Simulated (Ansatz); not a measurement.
Geometry optimisation, Ansatz, UKS PBE/6-31G*.

Input:

```yaml
crystal:
  periodic: [false, false, false]
  atoms:
    - { symbol: Si, position_ang: [-0.62808, 2.52092, -0.24982] }
    - { symbol: C, position_ang: [-0.49189, 0.82204, -0.15642] }
    - { symbol: C, position_ang: [0.37236, -0.14125, 0.37881] }
    - { symbol: Si, position_ang: [0.36881, -1.84286, -0.14274] }
    - { symbol: H, position_ang: [-1.34725, 3.77023, -0.40205] }
    - { symbol: H, position_ang: [1.03253, 0.11373, 1.20606] }
    - { symbol: H, position_ang: [-0.46003, -2.39726, -1.20053] }
    - { symbol: H, position_ang: [1.15356, -2.84554, 0.5667] }
magnetization:
  spin_polarized: true
basis:
  gaussian: { orbitals: "6-31G*" }
hamiltonian:
  xc: pbe
relax:
  f_tol: 0.02
  max_steps: 50
```

Command:

```bash
$ ansatz run input.yaml --threads 2 --pin off --max-ram 3072MiB --backend cpu --events-out ev --progress --plain --runs-dir out
```

Problem. Where does it end, and by what steps?

Solution. The run converged. After 25 steps the energy has fallen by 2.303 eV; H8 moved furthest, 2.58 Å. Joined: Si1–Si4 (4.48 → 2.58 Å), C2–Si4 (2.80 → 1.96 Å).

```
step  energy less start (eV)  largest force component (eV/Å)  accepted
   0                  0.0000                           1.400       yes
   1                 -0.3237                           0.684       yes
   2                 -0.5455                           0.896       yes
   3                 -0.6805                           0.648       yes
   4                 -0.7823                           0.481       yes
   5                 -0.8543                           0.355       yes
   6                 -0.9081                           0.434       yes
   7                 -0.9409                           0.136       yes
   8                 -0.9595                           0.311       yes
   9                 -0.9801                           0.343       yes
  10                 -0.9960                           0.225       yes
  11                 -1.0187                           0.298       yes
  12                 -1.0537                           0.258       yes
  13                 -1.0929                           0.375       yes
  14                 -1.1645                           0.470       yes
  15                 -1.2923                           0.611       yes
  16                 -1.5209                           0.915       yes
  17                 -1.8401                           0.854       yes
  18                 -2.0686                           0.904       yes
  19                 -2.1933                           0.613       yes
  20                 -2.2782                           0.535       yes
  21                 -2.2883                           0.497       yes
  22                 -2.3000                           0.255       yes
  23                 -2.3023                           0.097       yes
  24                 -2.3031                           0.035       yes
  25                 -2.3033                           0.014       yes
```

```xyz
8
Properties=species:S:1:pos:R:3
Si -0.943 1.508 -0.904
C 0.377 0.966 0.248
C 1.191 0.037 0.714
Si -0.079 -0.852 -0.338
H -1.996 1.465 0.218
H 2.115 -0.041 1.286
H 0.459 -1.440 -1.597
H -1.124 -1.643 0.373
```

Run time: 25 s on 2 threads of AMD EPYC 9R45 96-Core Processor (Zen 5) (shared host), peak memory 0.2 GiB.
